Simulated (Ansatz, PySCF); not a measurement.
Species: SbBr₂, charge 1, multiplicity 1. It need not be the lowest isomer of its formula. 
Structure (B3LYP-D3(BJ)/def2-TZVP (Ansatz, an electronic-structure program) minimum search):
SMILES: [Br][Sb+][Br]
```xyz
3

Sb     0.7390     0.4206     0.2536
Br    -0.8886     1.0623    -1.4342
Br    -0.1882    -1.6751     1.0648
```
Charge +1, spin multiplicity 1.

Quantity: vertical ionisation energy (to the doublet state of charge +2; each state is the SCF solution reached for its spin), in eV. Cores are frozen in the correlated levels unless marked. Open shells are spin-unrestricted. No spin-orbit coupling. Frozen are the shells of the preceding noble gas and the d and f shells that filled before the atom's block. Past Kr the def2 sets carry scalar-relativistic core potentials. CBS marks a two-point X^-3 extrapolation of the correlation energy; Hartree-Fock from the larger set. [CCSD(T)-MP2]/basis is that difference in the basis named.

```tsv
level	program	vertical ionisation energy (eV)
r2SCAN/def2-TZVPD	Ansatz	15.94
PBE0/def2-TZVPD	Ansatz	16.01
BHLYP/def2-TZVPD	Ansatz	16.03
M06-2X/def2-TZVPD	PySCF	16.11
wB97M-V/def2-TZVPD	Ansatz	16.10
wB97X-V/def2-TZVPD	Ansatz	16.16
MP2/def2-SVPD	Ansatz	16.11
```

Task: What does RI-MP2/CBS(def2-TZVPPD,def2-QZVPPD)+[CCSD(T)-MP2]/def2-TZVPPD (Ansatz) give?

Result: 16.20 eV, so MP2/def2-SVPD differs from it by -0.09 eV.
